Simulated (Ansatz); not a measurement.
Start from `Cc1ccc(F)cc1` and change one atom or group to get `Fc1ccc(F)cc1`.

Ansatz, PBE0-D4/def2-TZVP geometries, multiplicity 1. 

```csv
property,`Cc1ccc(F)cc1`
size of the dipole moment (PBE/def2-TZVPP) / D,1.70
LUMO energy (PBE0/def2-TZVPP) / eV,-0.46
HOMO–LUMO gap (PBE/def2-TZVPP) / eV,4.50
LUMO energy (B3LYP/def2-TZVPP) / eV,-0.66
zero-point energy (PBE0-D4/def2-TZVP) / kJ/mol,315.1
HOMO–LUMO gap (PBE0/def2-TZVPP) / eV,6.42
```

Problem. What does the change do to each property? (Best estimate.)

Solution. Computed: 
```json
{"property": "size of the dipole moment (PBE/def2-TZVPP) / D", "`Fc1ccc(F)cc1`": "0.00", "shift": "-1.70"}
{"property": "LUMO energy (PBE0/def2-TZVPP) / eV", "`Fc1ccc(F)cc1`": "-0.83", "shift": "-0.37"}
{"property": "HOMO–LUMO gap (PBE/def2-TZVPP) / eV", "`Fc1ccc(F)cc1`": "4.33", "shift": "-0.17"}
{"property": "LUMO energy (B3LYP/def2-TZVPP) / eV", "`Fc1ccc(F)cc1`": "-1.03", "shift": "-0.37"}
{"property": "zero-point energy (PBE0-D4/def2-TZVP) / kJ/mol", "`Fc1ccc(F)cc1`": "222.2", "shift": "-92.9"}
{"property": "HOMO–LUMO gap (PBE0/def2-TZVPP) / eV", "`Fc1ccc(F)cc1`": "6.31", "shift": "-0.11"}
```

With PBE0 the HOMO falls by 0.26 eV and the LUMO falls by 0.37 eV, so the gap narrows by about 0.11 eV. PBE moves the HOMO by -0.17 eV and ωB97M-V by -0.28 eV. The zero-point energy changes by -92.9 kJ/mol with -9 modes.

B3LYP here is the variant with VWN-RPA as its local correlation; programs differ in this.
